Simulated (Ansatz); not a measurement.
C3H6OSi, SMILES `COC#C[SiH3]`. Total charge 0; spin multiplicity 1. All single points use the PBE0-D4/def2-TZVP geometry.

```xyz
11

C     1.859    0.577    1.593
O     0.436    0.762    1.636
C    -0.201    0.326    0.609
C    -0.827   -0.076   -0.346
Si   -1.772   -0.673   -1.765
H     2.093   -0.486    1.523
H     2.242    0.990    2.524
H     2.276    1.112    0.738
H    -0.847   -1.283   -2.755
H    -2.761   -1.697   -1.340
H    -2.499    0.447   -2.417
```

(1) What is the dipole moment at PBE/def2-TZVPP? (Best estimate.)

(2) And with r2SCAN, B3LYP, ωB97M-V? (Best estimate.)

(3) Give the Mulliken charges with PBE, ωB97M-V, r2SCAN in def2-TZVPP. (An estimate is asked.)

Results:

(1) The calculation gave: 2.80 D, with components (2.56, 0.25, 1.10) D in this frame, pointing from negative to positive charge.

(2) Computed: r2SCAN 2.89 D, B3LYP 2.76 D, ωB97M-V 2.77 D.

(3) Ansatz gave: 
| atom | PBE | ωB97M-V | r2SCAN |
| --- | --- | --- | --- |
| C1 | -0.13 | -0.18 | 0.01 |
| O2 | -0.17 | -0.25 | -0.26 |
| C3 | 0.18 | 0.23 | 0.22 |
| C4 | -0.34 | -0.38 | -0.40 |
| Si5 | 0.27 | 0.26 | 0.42 |
| H6 | 0.12 | 0.14 | 0.08 |
| H7 | 0.12 | 0.14 | 0.08 |
| H8 | 0.12 | 0.14 | 0.08 |
| H9 | -0.06 | -0.03 | -0.08 |
| H10 | -0.05 | -0.03 | -0.07 |
| H11 | -0.05 | -0.03 | -0.07 |

B3LYP here is the variant with VWN-RPA as its local correlation; programs differ in this.
